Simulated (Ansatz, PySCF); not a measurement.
Process, species as SMILES: C[C@H](Cl)CCCl → C[CH]Cl + [CH2]CCl (the C-C bond at the site shown breaks; other sites are not compared here)
Geometries: B3LYP-D3(BJ)/def2-TZVP minima from Ansatz (a first-principles code), one conformer each, not searched for the lowest. Frequencies are from PySCF.

Quantity: bond dissociation energy (0 K, with B3LYP-D3(BJ) harmonic zero-point energies), in eV. Correlated levels leave the core frozen unless marked. Open shells are spin-unrestricted. Spin-orbit coupling is left out. Non-relativistic. CBS marks a two-point X^-3 extrapolation of the correlation energy; Hartree-Fock from the larger set. [CCSD(T)-MP2]/basis is that difference in the basis named.

RI-MP2/CBS(cc-pV(T+d)Z,cc-pV(Q+d)Z)+[CCSD(T)-MP2]/cc-pV(T+d)Z (Ansatz) gives 3.82 eV.

Task: Another calculation gave 3.28 eV. Which level was it?
A. BLYP/def2-TZVPD (Ansatz)
B. r2SCAN0/def2-TZVPD (Ansatz)
C. wB97M-V/def2-TZVPD (Ansatz)
D. CAM-B3LYP/def2-TZVPD (Ansatz)

Result: B, r2SCAN0/def2-TZVPD (Ansatz). The others give 3.39 (CAM-B3LYP), 3.02 (BLYP), 3.74 (wB97M-V) eV.
